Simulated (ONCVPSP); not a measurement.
What one change does to a pseudopotential (rhodium (Rh), ONCV)

| Item | Value |
| --- | --- |
| Element | rhodium (Rh) |
| Generator | ONCVPSP 4.0.1 |
| Type | optimised norm-conserving Vanderbilt (ONCV) |
| Functional | PBEsol |
| Relativity | scalar-relativistic |
| Frozen core | [Ar] 3d10 |
| Valence charge | 17 |
| Reference configuration | 4s2 4p6 4d7 (charge +2) |
| Partial waves | 4s: rc 1.55 bohr, ncon 4, nbas 9, qcut 5.8 1/bohr, 1 projector; 4p: rc 1.30 bohr, ncon 5, nbas 9, qcut 8.9 1/bohr, 3 projectors, debl 2.3 Ha; 4d: rc 1.85 bohr, ncon 4, nbas 9, qcut 9.8 1/bohr, 2 projectors, debl 3.8 Ha |
| Local potential | polynomial inside 1.20 bohr (lpopt 4, dvloc0 2 Ha) |
| Core correction | Teter function, fcfact 3.5, rcfact 1.7 |

In the p channel the program set the typed energies aside and used -2.616, 0.250, 2.550 Ha.

Change: s: ncon 3, nbas 8.

Cutoffs: the cutoffs (Ha) at which the residual kinetic energy of the hardest occupied pseudo-wave falls to 1 and 0.1 mHa per electron; they do not see the model core or the augmentation charge, which bear on the density cutoff. Errors are all-electron minus pseudo energies relative to the spin-unpolarised reference configuration.

Task: How do hardness, ghosts and transferability respond?

Result: The potential gets neither clearly harder nor softer (35 Ha and 85 Ha → 35 Ha and 85 Ha); the p channel sets the loose cutoff, while the largest relative change is in s, which becomes softer; the number of tests with a reliable result goes from 4 to 3; of the 3 tests that both files solve, the error grows in 1 and shrinks in 0 by more than 15 % and 0.3 meV (median size 1.8 → 1.8 meV); neither file shows a bound ghost.

| quantity | base | changed |
| --- | --- | --- |
| cutoff, loose | 35 Ha | 35 Ha |
| cutoff, tight | 85 Ha | 85 Ha |
| loose cutoff by channel | s 15 Ha, p 35 Ha, d 27 Ha | s 13 Ha, p 35 Ha, d 27 Ha |
| bound ghosts | none | none |
| GHOST(+) flags under 300 eV | none | none |
| tests with a reliable result | 4 of 4 | 3 of 4 |
| error for 4s2 4p6 4d8, meV [ΔE -19.51 eV] | +1.8 | +1.8 |
| error for 4s2 4p6 4d6, meV [ΔE 32.49 eV] | -0.6 | -0.5 |
| error for 4s2 4p6 4d7 5s2, meV [ΔE -24.52 eV] | +1518 | +1970 |
| s: phases at 1.58 bohr within 0.05 rad from the reference energy up to (Ha; the scan ends near 5) | -1.5 | -1.7 |
| p: phases at 1.32 bohr within 0.05 rad from the reference energy up to (Ha; the scan ends near 5) | to the end of the scan | to the end of the scan |
| d: phases at 1.87 bohr within 0.05 rad from the reference energy up to (Ha; the scan ends near 5) | to the end of the scan | to the end of the scan |
| rms error of d²Exc/dni dnj with the model core, mHa | 3.97 | 4.01 |
